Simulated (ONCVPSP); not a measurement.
**What one change does to a pseudopotential (hafnium (Hf), ONCV)**

```json
{"Element": "Hf (Z = 72)", "Generator": "ONCVPSP 4.0.1", "Type": "optimised norm-conserving Vanderbilt (ONCV)", "Functional": "PBE", "Relativity": "scalar-relativistic", "Frozen core": "[Kr] 4d10 4f14", "Valence charge": "12", "Reference configuration": "5s2 5p6 5d2 6s1 6p1", "Partial waves": "5s+6s: rc 1.75 bohr, ncon 5, nbas 8, qcut 7 1/bohr, 3 projectors, debl 3 Ha; 5p+6p: rc 1.90 bohr, ncon 5, nbas 8, qcut 5.7 1/bohr, 2 projectors; 5d: rc 2.45 bohr, ncon 4, nbas 9, qcut 6.2 1/bohr, 1 projector", "Local potential": "polynomial inside 1.50 bohr (lpopt 5, dvloc0 4 Ha)", "Core correction": "polynomial model core, fcfact 0.15"}
```

Change: p: rc 2.56.

Cutoffs: the cutoffs (Ha) at which the residual kinetic energy of the hardest occupied pseudo-wave falls to 1 and 0.1 mHa per electron; they do not see the model core or the augmentation charge, which bear on the density cutoff. Errors are all-electron minus pseudo energies relative to the spin-unpolarised reference configuration.

Question: What does the change do?

Answer: The potential gets softer (21 Ha and 45 Ha → 21 Ha and 24 Ha); the errors of the 4 common tests hardly move; neither file shows a bound ghost. A larger radius leaves more room for a smooth pseudo-wave, so fewer plane waves are needed.

```csv
quantity,base,changed
"cutoff, loose",21 Ha,21 Ha
"cutoff, tight",45 Ha,24 Ha
loose cutoff by channel,"s 21 Ha, p 13 Ha, d 12 Ha","s 21 Ha, p 10 Ha, d 12 Ha"
bound ghosts,none,none
GHOST(+) flags under 300 eV,none,none
"error for 5s2 5p6 5d2 6s2 6p0, meV [ΔE -3.83 eV]",+0.5,+0.6
"error for 5s2 5p6 5d2 6s1 6p0, meV [ΔE 4.15 eV]",-1.9,-2.0
"error for 5s2 5p6 5d2 6s0 6p0, meV [ΔE 18.33 eV]",-10,-10
"error for 5s2 5p6 5d3 6s0 6p0, meV [ΔE 6.16 eV]",-14,-14
s: phases at 1.78 bohr within 0.05 rad from the reference energy up to (Ha; the scan ends near 5),to the end of the scan,to the end of the scan
d: phases at 2.49 bohr within 0.05 rad from the reference energy up to (Ha; the scan ends near 5),to the end of the scan,to the end of the scan
"rms error of d²Exc/dni dnj with the model core, mHa",2.34,2.36
```
